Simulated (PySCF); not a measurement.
**Nd²³⁺: fine-structure interval**

Nd²³⁺ [Kr] 4d1 [4d3/2^1, M_J = 3/2] → Nd²³⁺ [Kr] 4d1 [4d5/2^1, M_J = 5/2], as a difference of total energies. All numbers are calculated (PySCF 2.14, the two-component X2C-1e Hamiltonian, in an even-tempered Gaussian basis (17 s from 1.7 bohr⁻², ratio 2.8; 14 p from 2.2 bohr⁻², ratio 2.8; 9 d from 2.2 bohr⁻², ratio 2.8; 4 f from 7.6 bohr⁻², ratio 3)). Correlated levels: [Ar] 3d10 frozen; the 92 highest virtual spinors dropped. "Screened" scales the spin-orbit matrix elements by Boettger's factors to mimic the two-electron term; Breit and QED terms are absent.

| method | fine-structure interval (cm⁻¹) |
| --- | --- |
| GHF (screened spin-orbit) | 47487 |
| GMP2 (screened spin-orbit) | 47456 |
| GHF (bare spin-orbit) | 56997 |
